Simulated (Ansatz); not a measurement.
Input for Ansatz (an electronic-structure program): U-B3LYP/def2-TZVPPD on C2H6Ga (SMILES [CH3][Ga][CH3]). The basis file is the Basis Set Exchange's JSON of that set.

Ansatz 0.2 input:
```yaml
crystal:
  periodic: [false, false, false]
  atoms:
    - {symbol: Ga, position_ang: [-0.15297144, 1.07209337, -0.00606289]}
    - {symbol: C, position_ang: [1.69210920, 0.27068760, 0.17829843]}
    - {symbol: C, position_ang: [-1.69994043, -0.21541689, -0.17874482]}
    - {symbol: H, position_ang: [2.47844422, 1.01824842, 0.25707229]}
    - {symbol: H, position_ang: [1.88161564, -0.36268293, -0.69276208]}
    - {symbol: H, position_ang: [1.70498308, -0.36162465, 1.07044983]}
    - {symbol: H, position_ang: [-1.53217183, -0.83852941, -1.06164912]}
    - {symbol: H, position_ang: [-1.70833684, -0.86429546, 0.70144970]}
    - {symbol: H, position_ang: [-2.66353159, 0.28151996, -0.26805134]}
basis:
  gaussian:
    orbitals: def2-TZVPPD.json
hamiltonian:
  xc: {name: B3LYP}
magnetization: {spin_polarized: true, initial_magnetization: 1}
```

Program output:

```
WARN ansatz: RAYON_NUM_THREADS=4 ignored (pool sized by the plan → 4); use --threads N
Functional definition: B3LYP
integrals: 0.14 GiB planned
1121 factors; their error is unknown
mean field: 1.78 GiB planned
mean field evaluation 1: about -54536.1594 eV, gradient 5.9e1 eV
mean field evaluation 2: about -54519.8051 eV, gradient 7.6e1 eV
mean field evaluation 4: about -54551.3541 eV, gradient 4.2e0 eV
mean field evaluation 8: about -54551.3954 eV, gradient 2.5e-2 eV
mean field evaluation 16: about -54551.5085 eV, gradient 1.3e-4 eV
mean field -54551.50850593 eV, -2004.7309612526 hartree, gradient 4.7e-6 eV, S^2 0.752072; 0 other end points of the search recorded, 0 dependent functions left out
reference -54551.50879555 eV, -2004.7309718959 hartree; 25, 24 occupied and 205, 206 virtual orbitals, 1121 factors
Total energy: -54551.50879555 eV, -2004.7309718959 hartree
```

The calculation finished and met its thresholds.

Cost: very roughly 14 core-seconds.
